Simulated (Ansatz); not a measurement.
Geometry optimisation, RKS PBE/STO-3G (Ansatz 0.2.0).

Input file:

```yaml
crystal:
  periodic: [false, false, false]
  atoms:
    - { symbol: Si, position_ang: [0.0, 0.0, 0.0] }
    - { symbol: Cl, position_ang: [0.0, 0.0, 2.13] }
    - { symbol: H, position_ang: [1.3768, 0.0, -0.4862] }
    - { symbol: C, position_ang: [-0.8808, 1.5259, -0.6227] }
    - { symbol: H, position_ang: [-1.9334, 1.2723, -0.8671] }
    - { symbol: H, position_ang: [-0.8624, 2.3106, 0.1622] }
    - { symbol: H, position_ang: [-0.3704, 1.9025, -1.5336] }
    - { symbol: "N", position_ang: [-0.8572, -1.4851, -0.6061] }
    - { symbol: H, position_ang: [-1.3922, -2.1014, 0.0704] }
    - { symbol: H, position_ang: [-0.8219, -1.7344, -1.6357] }
basis:
  gaussian: { orbitals: STO-3G }
hamiltonian:
  xc: pbe
relax:
  f_tol: 0.02
  max_steps: 40
output:
  orbitals: {}
```

Run as:

```bash
$ ansatz run input.yaml --threads 1 --pin off --max-ram 2048MiB --backend cpu --events-out ev --progress --plain --runs-dir out
```

Task: Where does it end, and by what steps?

Result: The forces met the threshold. Limits of this set-up: minimal basis. After 12 steps the energy has fallen by 0.672 eV; H10 moved furthest, 1.21 Å.

| step | energy less start (eV) | largest force component (eV/Å) | accepted |
| --- | --- | --- | --- |
| 0 | 0.0000 | 2.307 | yes |
| 1 | -0.2208 | 1.179 | yes |
| 2 | -0.3043 | 0.582 | yes |
| 3 | -0.3735 | 0.359 | yes |
| 4 | -0.4385 | 0.583 | yes |
| 5 | -0.4789 | 1.101 | yes |
| 6 | -0.5858 | 0.459 | yes |
| 7 | -0.6135 | 1.026 | yes |
| 8 | -0.6409 | 0.602 | yes |
| 9 | -0.6691 | 0.222 | yes |
| 10 | -0.6705 | 0.254 | yes |
| 11 | -0.6703 | 0.067 | no |
| 12 | -0.6721 | 0.012 | yes |

```xyz
10
Properties=species:S:1:pos:R:3
Si -0.011 -0.026 -0.114
Cl -0.032 -0.222 2.023
H 1.398 0.024 -0.484
C -0.951 1.540 -0.539
H -2.007 1.475 -0.228
H -0.503 2.413 -0.036
H -0.924 1.718 -1.628
N -0.729 -1.388 -0.956
H -1.739 -1.544 -0.690
H -0.243 -2.299 -0.737
```

Whether the end is a true minimum wasn't checked by a vibrational analysis.

Run time: 30 s on 1 thread of Arm Neoverse V1, on a shared host, peak memory 0.14 GiB.
